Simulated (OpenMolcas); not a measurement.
A calculation on Fe2+.

| Quantity | Value |
| --- | --- |
| Program | OpenMolcas |
| Method | SS-CASPT2, IPEA 0.25 Eh, imaginary shift 0.1 Eh (closed shells correlated: 3s 3p) |
| Basis | ANO-RCC-VQZP [7s6p4d3f2g1h] |
| Scalar Hamiltonian | DKH2, point nucleus |
| Active space | 6 electrons in 10 orbitals (3d 4d) |
| State averaging | 2S+1 = 5 even, 5 roots; 2S+1 = 3 even, 45 roots; 2S+1 = 1 even, 44 roots |
| Spin-orbit coupling | state interaction with AMFI integrals over the reference wave functions, term energies averaged over their components |

Problem. Which level of the active space comes out lowest?

Solution. 3d6 5D4, with 100 % of that term; it is also the measured ground level.

Problem. How high does 3d6 5D1 lie?

Solution. 879 cm-1 above the lowest level; measured 932 cm-1 above the ground level, so the calculation is off by -6 %.

Problem. How high does 3d6 3P0(1) lie?

Solution. 21610 cm-1 above the lowest level; measured 21208 cm-1 above the ground level, so the calculation is off by +2 %.

Problem. How high does 3d6 5D2 lie?

Solution. 695 cm-1 above the lowest level; measured 739 cm-1 above the ground level, so the calculation is off by -6 %.

Problem. The level at 21940 cm-1 has J = 4. What is it made of, and what is its g factor?

Solution. 96 % 3d6 3F4(1), 2 % 3d6 3G; g = 1.239, against 1.251 from Landé's formula for the pure leading term.

Measured values: Corliss and Sugar, J. Phys. Chem. Ref. Data 11, 135 (1982).

Term energies are means over components that CASPT2 splits; among the terms shown or strongly mixed into the levels shown the widest spread is 110 cm-1 (3d6 3F(1)). Active for correlation alone: 4d; no level in the range computed is led by a configuration that fills it, so any true level of that kind is missing. Measured partners are found by configuration, term and J. A level has none where our copy of the source lacks it or the pairing is in doubt (some pairs that miss far off the trend of their configuration count as doubtful), and it then counts in no deviation. Only configurations of the active space appear.

A number in round brackets counts repeated terms of one configuration in the order of the reference energies.
